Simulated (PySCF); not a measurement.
## Correlation energy of Ge (germanium, neutral)

[Ar] 3d10 4s2 4p2, high-spin 3P determinant. Calculation: PySCF 2.14, in aug-cc-pVDZ-PP with ECP10MDF; scalar relativity through the core potential. Frozen: 3s2 3p6 3d10; 4 electrons correlated.

MP2 pair energies summed by pair of shells (mhartree):

```tsv
pair	energy	share (%)
4s-4p	-23.88	58.1
4s-4s	-13.03	31.7
4p-4p	-4.18	10.2
```

Total MP2 correlation energy: -41.10 mhartree.

Same-spin part -7.39 and opposite-spin part -33.71 mhartree; SCS-MP2 scales them by 1/3 and 6/5 to -42.92 mhartree.
